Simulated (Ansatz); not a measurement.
Consider the silylene loss: `N[SiH](N)N[SiH3]` → `N[SiH](N)N` + `[SiH2]`.

Gas-phase electronic energies from Ansatz, PBE0-D4/def2-TZVP geometries. CBS: MP2 limit from def2 TZ/QZ plus the TZ coupled-cluster correction, frozen cores. This one scheme is used for every species. DFT in def2-TZVPP. B3LYP here is the variant with VWN-RPA as its local correlation; programs differ in this. Each species was taken in one conformer, which may not be the lowest.

`N[SiH](N)N[SiH3]`:

```xyz
14

N    -1.244   -0.618    1.901
Si   -0.821   -0.453    0.248
N     0.204   -1.561   -0.567
N     0.034    1.032    0.133
Si    1.175    1.446   -1.095
H    -1.993   -1.233    2.172
H    -0.551   -0.539    2.629
H    -2.114   -0.562   -0.479
H     1.154   -1.730   -0.279
H    -0.183   -2.355   -1.049
H    -0.252    1.774    0.753
H     0.646    1.241   -2.469
H     2.441    0.670   -0.979
H     1.503    2.888   -0.919
```

`N[SiH](N)N`:

Z-matrix (Å, degrees):
```
Si
N 1 1.716
N 1 1.716 2 123.1
N 1 1.711 2 104.0 3 117.3
H 1 1.491 2 103.6 3 -116.5
H 2 1.006 1 120.2 3 83.5
H 2 1.007 1 121.2 3 -64.5
H 3 1.006 1 120.2 2 -83.5
H 3 1.007 1 121.2 2 64.5
H 4 1.006 1 120.0 2 -171.6
H 4 1.006 1 120.0 2 41.7
```

`[SiH2]`:

```xyz
3

Si   -0.278   -0.619   -0.216
H     0.915    0.227   -0.652
H    -0.638    0.392    0.868
```

(1) Is it downhill or uphill in electronic energy at CCSD(T)/CBS, and by how much? (Estimate.)

(2) What do these levels give: PBE-D4, ωB97X-V, B3LYP, HF/def2-QZVPP, SCS-MP2/def2-QZVPP, CCSD/CBS(def2)? (An estimate is asked.)

Largest T1 diagnostic among the species: 0.014.

Results:

(1) Ansatz gave: Uphill: ΔE = +291.3 kJ/mol.

(2) Computed: PBE-D4 288.0, ωB97X-V 301.1, B3LYP 271.2, HF/def2-QZVPP 279.0, SCS-MP2/def2-QZVPP 300.0, CCSD/CBS(def2) 287.2 kJ/mol.

In def2-TZVPP, CCSD(T) changes the Hartree–Fock value by +7.9 kJ/mol (the triples alone add +4.0 kJ/mol) and MP2 by +29.4 kJ/mol. The D4 term adds +16.8 kJ/mol with B3LYP and +9.3 kJ/mol with PBE0; it sums over pairs of atoms, weighted by their polarisabilities, and B3LYP, whose exchange is more repulsive, gets the larger term. From PBE to PBE0 (25 % exact exchange), in def2-TZVPP and without D4, ΔE moves by +12.3 kJ/mol.
